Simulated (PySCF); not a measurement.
SnH₄, SMILES [SnH4]. Geometry optimised at PBE0-D3(BJ)/def2-TZVPD. The isomer is the one that the SMILES or the coordinates give; other isomers of the formula were not compared. The def2 effective core potentials stand for the cores of Sn; spin–orbit coupling is left out.

Computed equilibrium geometry at PBE0-D3(BJ)/def2-TZVPD (PySCF confirms it by a frequency run) as a Z-matrix, and its point group:
point group Td.
```
Sn
H 1 1.7038
H 1 1.7038 2 109.47
H 1 1.7038 2 109.47 3 120.00
H 1 1.7038 2 109.47 3 -120.00
```
